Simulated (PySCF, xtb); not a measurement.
Se(H)(OSiH3) (H4OSeSi), SMILES [SiH3]O[SeH].

GFN2-xTB run with xtb 6.7.1 at its own geometry gives an orbital gap of 2.87 eV and a dipole moment of 1.36 D.

The structure is a stationary point at r2SCAN-D4/def2-SVP. One conformer was computed; it need not be the lowest.

What does PySCF with CAM-B3LYP/def2-TZVPD give? (An estimate is asked for; the answer gives what the named calculation found.)

gap 7.57 eV (levels -8.33 and -0.75 eV), dipole 1.15 D.
